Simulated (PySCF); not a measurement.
Harmonic spectrum computed at B3LYP in the def2-SVP basis family (core potentials from Rb on, PySCF, no spin–orbit coupling):

```
symmetry  ω (cm⁻¹)  IR (km/mol, summed over degenerate members)
      πu        38                                          0.1
     σg+       170                                          0.0
     σu+       236                                         28.1
```

Q: Which molecule gave it? In each, all ligands are bound to the one heavy central atom.
A. FeI₂ (quintet)
B. BrI₂ (doublet)
C. PtI₂ (triplet)
D. PdI₂ (singlet)
E. CoI₂ (quartet)

A: C. It has D∞h symmetry with Pt–I 2.519 Å (×2).
